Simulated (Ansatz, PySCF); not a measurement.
Molecule: H₄BSiO₃, net charge 0, doublet state. SMILES: B(O[SiH3])(O)[O]
Geometry: optimised at B3LYP-D3(BJ)/def2-TZVP (Ansatz, a first-principles code).

Quantity: size of the dipole moment, in D. Conventions: spin-orbit terms left out; dispersion terms only where a functional's name holds one; non-relativistic; 6-311+G** with 5d, 6d on Na to Ar in Ansatz; UHF or UKS for open shells; LANL2DZ with its own core potentials from Na on; 6-31G* and kin with 6d, 5d where marked. First-principles rows: single points at B3LYP-D3(BJ) geometries (Ansatz).

```csv
level,program,size of the dipole moment (D)
PBE/LANL2DZ,Ansatz,2.18
PBE/def2-SVP,Ansatz,1.68
BLYP/6-31G*,Ansatz,1.65
BP86/def2-SVP,PySCF,1.68
B3LYP/LANL2DZ,Ansatz,1.96
B3LYP/6-31G*,Ansatz,1.48
B3LYP/6-31G**,Ansatz,1.50
PBE0/6-311+G**,Ansatz,1.48
M06-2X/6-31G* (5d),PySCF,1.39
```

No value to compare with is used here. The 9 habitual levels span 1.39 (M06-2X/6-31G* (5d)) to 2.18 D (PBE/LANL2DZ).

The levels are drawn from those run, B3LYP/6-31G* more often than the rest, none by its result; left out are runs that failed, that the program found above a lower state of the same kind, or whose <S^2> lies over 0.5 above the pure value.
